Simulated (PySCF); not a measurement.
A structure optimised at B3LYP-D3(BJ)/def2-SVP, used in a PySCF frequency run:

```
C
H 1 1.0973
H 1 1.0973 2 111.06
H 1 1.1013 2 109.82 3 -121.66
Se 1 1.9570 2 110.34 4 -115.66
Br 5 2.3606 1 97.67 2 -61.55
```
Charge 0, spin multiplicity 1.

Task: Write its SMILES, formula and point group.

Result: C[Se]Br, CH₃BrSe, Cs

Task: What are its rotational constants (standard atomic weights)?

Result: 10.202, 1.9302, 1.6405 GHz
